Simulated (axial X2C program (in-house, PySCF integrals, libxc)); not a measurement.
## Which molecule has these constants?

All values come from calculations with an axial X2C code built on PySCF integrals, spin-free (one-electron X2C) or two-component (2c: spin–orbit coupling with atomic mean-field Coulomb and Gaunt terms, which also bring small scalar terms), in Dyall basis sets with cores contracted in-house; open shells are unrestricted.

A two-component CCSD(T) calculation in a Dyall 3-zeta basis gave Re = 1.548 Å, ωe = 1271.2 cm⁻¹, De = 7.09 eV, Ω = 0.

Problem. Which molecule is it?
A. LiS
B. SF
C. BeS
D. BS
E. CS

Solution. E. The others have SF 1.617 Å and 827.6 cm⁻¹ (Ω = 3/2); BeS 1.759 Å and 979.4 cm⁻¹ (Ω = 0); LiS 2.176 Å and 564.8 cm⁻¹ (Ω = 3/2); BS 1.621 Å and 1176.2 cm⁻¹ (Ω = 1/2).

Frozen shells (counts by l): CS S 2s1p, C 1s, 10 electrons correlated; SF S 2s1p, F 1s, 13 electrons correlated; BeS S 2s1p, Be 1s, 8 electrons correlated; LiS S 2s1p, Li 1s, 7 electrons correlated; BS S 2s1p, B 1s, 9 electrons correlated. Coupled cluster in natural virtuals with an MP2 remainder. Where the outer core of a metal is frozen, bonds come out longer and ionisation energies lower.

Each entry is the lowest single determinant of a limited PBE0 search at one distance. De goes to single-determinant-based atoms at the same level (for ions the charge split of lowest energy) and is withheld (n/a) where an atom does not fit its ground term or J level. Main or longest-lived isotopes. One determinant is a doubtful description, or other states lie close, for BS; these need not be ground states, and all values refer to the states named. Some light 2c atoms are not at their ground J level, so De misses part of their lowering (0.04 eV or less).
